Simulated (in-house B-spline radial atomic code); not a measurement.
The numbers below are computed, except where a source is named.
From levels and matrix elements to observables: Tb⁶²⁺

One electron outside the 1s2 core, from a B-spline radial code for spherical atoms: Brueckner orbitals with a screened correlation potential on Dirac-Hartree-Fock, Breit and QED terms for the lowest states, dipole elements in length form with static core polarisation. The core's own polarisability, by RPA, is 4.006e-07 bohr³.

```
state  removal energy (cm⁻¹)  size of the reduced dipole element to 2s1/2 (a.u.)
2s1/2              118731851                                                   -
3s1/2               51734422                                                   -
2p1/2              117464435                                             0.06066
2p3/2              110691973                                             0.09088
3p1/2               51388985                                             0.03643
3p3/2               49372705                                             0.04396
```

Use R = 109737.3 cm⁻¹, 1 hartree = 219474.6 cm⁻¹, c = 137.036 and 1 a.u. of rate = 4.1341e16 s⁻¹.

(1) Find the quantum defects of the two s states and predict 4s1/2.

(2) What are the wavelength, oscillator strength and rate of 2s1/2–2p3/2?

Answers

(1) With n* = 63 √(R/E): 2s1/2 has n* = 1.9153, δ = 0.0847; 3s1/2 has n* = 2.9015, δ = 0.0985. Ritz's form δ = δ0 + b/n*² gives b = -0.089, δ0 = 0.1091, so with n* ≈ 4 − 0.0985, δ = 0.1032 and E = R × 63²/(4 − 0.1032)² = 28682797 cm⁻¹. The program finds 28736465 cm⁻¹. In so highly charged an ion δ holds relativistic, Breit and QED shifts that Ritz's form doesn't follow, and the higher level lacks the last two.

(2) ΔE = 8039878 cm⁻¹ = 36.63238 hartree, λ = 1.2438 nm in vacuum. f = (2/3) ΔE D²/(2j + 1 of the lower state) = (2/3) × 36.63238 × 0.09088²/2 = 0.1009. A = (4/3) ΔE³ D²/(c³ (2j' + 1)) = 5.2590e-05 a.u. = 2.174e+12 s⁻¹, a partial lifetime of 0.00046 ns.
